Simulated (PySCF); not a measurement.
## From computed data to an observable: oscillator strength and radiative lifetime

BrClH2MoN2, SMILES [NH]=[Mo](=[NH])([Cl])[Br], multiplicity 1.

Coordinates come from a PBE-D3(BJ)/def2-SVP optimisation. The multiplicity is an assumed one; no other spin state was optimised. The structure was generated by enumeration; whether it is a known compound was not checked. The def2 effective core potentials stand for the cores of Mo; spin–orbit coupling is left out.

TDDFT-M06-2X/def2-SVPD in PySCF 2.14.0 puts the first singlet state with f over 0.02 at 4.29 eV (vertical), with the transition dipole (0.074, 0.466, 0.000) in atomic units.

**Question.** Find the oscillator strength, the wavelength and the radiative lifetime that this transition would have in vacuum if emission retraced absorption.

**Answer.** 
|μ|² = 0.2226 au, so |μ| = 1.20 D. ΔE = 4.29/27.211 = 0.1577 hartree. f = (2/3) ΔE |μ|² = 0.023 (the program prints 0.023).
λ = 1239.84/4.29 = 289 nm; ν = 34601 cm⁻¹.
Einstein's coefficient A = 0.6670 ν² f s⁻¹ (ν in cm⁻¹) = 1.9e7 s⁻¹, so τ = 1/A = 54 ns. This state is S4; the lower singlets have f = 0.004, 0.003, 0.003. The figure is the radiative limit of this one transition; relaxation, internal conversion, crossing to triplets and a medium change what is measured.
